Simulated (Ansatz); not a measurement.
A nudged elastic band was laid between two geometries of H$_{4}$NOTe (7 atoms, charge 1, multiplicity 1).

Method: RKS BLYP-D4/def2-SVP (Ansatz).

```yaml
movable_images: 5
climbing_image: yes
spring: 5.0 eV/Å²
optimiser: quadratic models (default)
start_path: through a guess of the saddle point
force_threshold: 0.05 eV/Å
iteration_limit: 60
end_points: relaxed
```

Initial state:

```xyz
7
Properties=species:S:1:pos:R:3
N -1.519 -0.195 -0.714
Te -0.606 1.088 0.457
O 1.511 0.059 0.624
H -1.463 -0.139 -1.739
H -2.003 -1.025 -0.346
H 2.287 0.510 0.222
H 1.793 -0.299 1.496
```

Final state:

```xyz
7
Properties=species:S:1:pos:R:3
N -1.475 -0.206 -0.703
Te -0.636 1.129 0.473
O 1.555 0.357 0.830
H -1.412 -0.154 -1.729
H -1.953 -1.040 -0.338
H 2.206 0.361 0.093
H 1.714 -0.448 1.373
```

Q: Which bonds break or form, and what moves?

A: No bond is made or broken. The height of O3 over the plane of its neighbours goes from 0.28 to -0.25 Å.

Q: Give the energies along the band, and the barrier.

A: The forces met the threshold. The highest image is number 3 of 0 to 6, 1.4 kJ/mol above the first end and 0.9 kJ/mol above the last; the last end lies 0.5 kJ/mol above the first. A vibrational analysis at the climbing image gives one clearly imaginary mode, 248i cm⁻¹: a first-order saddle point. Limits of this set-up: the dipole of an ion depends on the origin.

| image | path coordinate (Å) | energy (kJ/mol) | height of O3 over the plane of its neighbours (Å) |
| --- | --- | --- | --- |
| 0 | 0.00 | 0.0 | 0.28 |
| 1 | 0.09 | 0.4 | 0.19 |
| 2 | 0.17 | 1.1 | 0.10 |
| 3 | 0.26 | 1.4 | 0.00 |
| 4 | 0.35 | 1.1 | -0.11 |
| 5 | 0.44 | 0.7 | -0.20 |
| 6 | 0.53 | 0.5 | -0.25 |

Q: What is the geometry of the highest image?

A: 
```xyz
7
Properties=species:S:1:pos:R:3:forces:R:3
N -1.516 -0.199 -0.714 -0.01 -0.02 -0.02
Te -0.628 1.105 0.458 0.00 0.01 0.00
O 1.516 0.235 0.737 0.02 -0.01 0.00
H -1.453 -0.150 -1.740 0.00 0.01 0.01
H -1.992 -1.034 -0.348 0.01 0.01 0.00
H 2.286 0.431 0.160 -0.01 0.00 0.00
H 1.787 -0.387 1.447 -0.01 0.00 0.00
```

Q: What are the harmonic wavenumbers there?

A: 248i, 128, 282, 309, 468, 557, 616, 693, 836, 1483, 1530, 3392, 3515, 3595, 3702 cm⁻¹.

The band took 12 iterations and roughly 80 core-seconds.

The run took 83 s on 1 thread of Intel(R) Xeon(R) Platinum 8375C CPU @ 2.90GHz (Ice Lake), with other jobs on the host, peak memory 0.14 GiB.
